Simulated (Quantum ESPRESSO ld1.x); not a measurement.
Results of a calculation; reference values are marked as such.
Q: These are the eigenvalues of the occupied orbitals of an atom or ion with whole-number occupations (eV). Level of theory: scalar-relativistic Kohn-Sham, LDA (Slater exchange, Perdew-Zunger correlation), spin-polarised, spherical densities, point nucleus (ld1.x of Quantum ESPRESSO 7.5).

| orbital | eigenvalue |
|---|---|
| 1s | -69419.6 |
| 2s | -13634.7 |
| 2p | -12213.7 |
| 3s | -4616.22 |
| 3p | -4191.69 |
| 3d | -3713.20 |
| 4s | -2241.74 |

Which element is it, and in what charge state? The configuration may be excited. Open shells, if any, are filled with parallel spins first.

A: Z = 73, tantalum, charge +43: Ta43+ in [Ar] 3d10 4s2. The list shows which subshells hold electrons but not how many an open one holds; the 1s level, -2551.1 hartree, gives Z - s = 71.4 by -(Z - s)^2/2, which with screening and relativity narrows Z to a few neighbours, and the depths of the outer levels then fix element, charge and occupations together.
